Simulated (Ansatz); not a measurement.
```xyz
10

C    -1.462    0.423    0.268
N    -0.252   -0.295    0.625
Hf    1.434   -0.312   -0.425
Cl    0.908   -1.125   -2.561
Cl    2.936   -1.670    0.745
Cl    2.146    1.914   -0.621
H    -2.309   -0.255    0.122
H    -1.317    0.963   -0.672
H    -1.733    1.164    1.026
H    -0.352   -0.807    1.493
```

Charge 0, multiplicity 1. Hf: def2 effective core potential.

**Question.** List the ωB97M-V/def2-TZVPP orbital energies in eV (Ansatz 0.2.0). (Best estimate.)

**Answer.** The calculation gave: Occupied: -2772.00, -2771.77, -2771.77, -394.84, -282.65, -262.41, -262.18, -262.18, -199.82, -199.79, -199.79, -199.59, -199.59, -199.56, -199.56, -199.55, -199.55, -72.16, -40.50, -40.42, -40.38, -27.42, -25.46, -25.15, -25.06, -21.63, -16.56, -15.10, -14.83, -13.39, -12.89, -12.80, -12.74, -12.37, -12.34, -12.00, -11.83, -11.77, -11.43, -9.97. Lowest empty: 0.55, 0.87, 1.01, 1.11, 1.55, 1.79, 2.90, 3.26.
